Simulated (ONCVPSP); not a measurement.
**Which change was made? (Au, ONCV)**

```
Element                 : gold
Generator               : ONCVPSP 4.0.1
Type                    : optimised norm-conserving Vanderbilt (ONCV)
Functional              : LDA (Perdew-Zunger)
Relativity              : scalar-relativistic
Frozen core             : [Kr] 4d10 4f14
Valence charge          : 19
Reference configuration : 5s2 5p6 5d10 6s1
Partial waves           : 5s+6s: rc 1.55 bohr, ncon 4, nbas 8, qcut 8.8 1/bohr, 2 projectors; 5p: rc 1.20 bohr, ncon 4, nbas 8, qcut 7.5 1/bohr, 1 projector; 5d: rc 1.75 bohr, ncon 5, nbas 9, qcut 10.8 1/bohr, 1 projector
Local potential         : polynomial inside 0.90 bohr (lpopt 5, dvloc0 -1 Ha)
Core correction         : Teter function, fcfact 5, rcfact 1.45
```

Cutoffs, loose and tight: the cutoffs (Ha) at which the residual kinetic energy of the hardest occupied pseudo-wave falls to 1 and 0.1 mHa per electron. They do not see the model core or the augmentation charge, which bear on the density cutoff. Test errors are all-electron minus pseudo excitation energies from the reference, over the configurations 5s2 5p6 5d10 6s0; 5s2 5p6 5d9 6s0; 5s2 5p6 5d8 6s0; 5s2 5p6 5d9 6s1 6p1; variants that change the core or the reference have their own tests. The largest error is taken over the tests solved by every variant that gives reliable tests at all, those not shown here included: 5s2 5p6 5d10 6s0; 5s2 5p6 5d8 6s0; 5s2 5p6 5d9 6s0.

The base gives: outcome: generated; cutoff, loose: 80 Ha; cutoff, tight: 140 Ha; bound ghosts: s; GHOST(+) flags above zero: p; largest test error (meV): -4.9.

(1) After one change the result is: outcome: generated; cutoff, loose: 27 Ha; cutoff, tight: 37 Ha; bound ghosts: s; GHOST(+) flags above zero: p; largest test error (meV): -4.8. Which change was it?
A. local potential polynomial inside 1.00 bohr (lpopt 5, dvloc0 3 Ha)
B. p: rc 1.46
C. s: qcut 7.6; p: qcut 6.5; d: qcut 9.3

Results:

(1) B. The others give: s: qcut 7.6; p: qcut 6.5; d: qcut 9.3 → outcome: generated; cutoff, loose: 124 Ha; cutoff, tight: 148 Ha; bound ghosts: s; GHOST(+) flags above zero: p; largest test error (meV): -5.3 | local potential polynomial inside 1.00 bohr (lpopt 5, dvloc0 3 Ha) → outcome: generated; cutoff, loose: 80 Ha; cutoff, tight: 140 Ha; bound ghosts: none; GHOST(+) flags above zero: s; largest test error (meV): -7.3.
